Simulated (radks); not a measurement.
Polarisability of the iron ion Fe2+, [Ar] 3d6, at imaginary frequency. All-electron calculation, scalar-relativistic Kohn-Sham, LB94 model potential, spin-polarised, spherical densities, finite nucleus; open shells are filled with parallel spins first; Fermi nuclear charge, rms radius 3.7377 fm. Program: a radial shooting solver on a logarithmic mesh with Libxc functionals. Response by self-consistent Sternheimer equations with the Hartree and adiabatic LDA kernel, the relativistic mass of each level held fixed and spin-orbit coupling left out.

w (hartree)  alpha1(iw) (bohr^3)
0.00266                    3.459
0.0143                     3.458
0.0360                     3.451
0.0697                     3.431
0.118                      3.380
0.186                      3.274
0.280                      3.084
0.413                      2.789
0.605                      2.397
0.892                      1.943
1.35                       1.458
2.12                      0.9679
3.59                      0.5252
6.94                      0.2049
17.5                     0.04495

Static values: alpha1 = 3.459 bohr^3 (0.5126 angstrom^3; uncoupled 4.317). C6 = 10.08, triple-dipole C9 = 23.16 atomic units. One-pole (London) frequency 4 C6 / (3 alpha1^2) = 1.124 hartree, against 1.214 for minus the highest occupied eigenvalue.
